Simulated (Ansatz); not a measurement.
Species: H$_{3}$BS$_{3}$, SMILES `SB(S)S` (charge 0, multiplicity 1).

**Question.** Give a relaxed geometry from B3LYP-D3(BJ)/def2-TZVP (Ansatz, a first-principles code).

**Answer.** This is not unique; one that fits is the end point of this relaxation, one of several conformers (outside a Z-matrix the atoms follow the SMILES, hydrogens last).
Z-matrix (Å, degrees):
```
B
S 1 1.8078
H 2 1.3430 1 98.84
S 1 1.8101 2 126.14 3 0.01
H 4 1.3419 1 97.97 2 0.03
S 1 1.8132 2 118.77 3 180.00
H 6 1.3437 1 97.32 2 -0.03
```
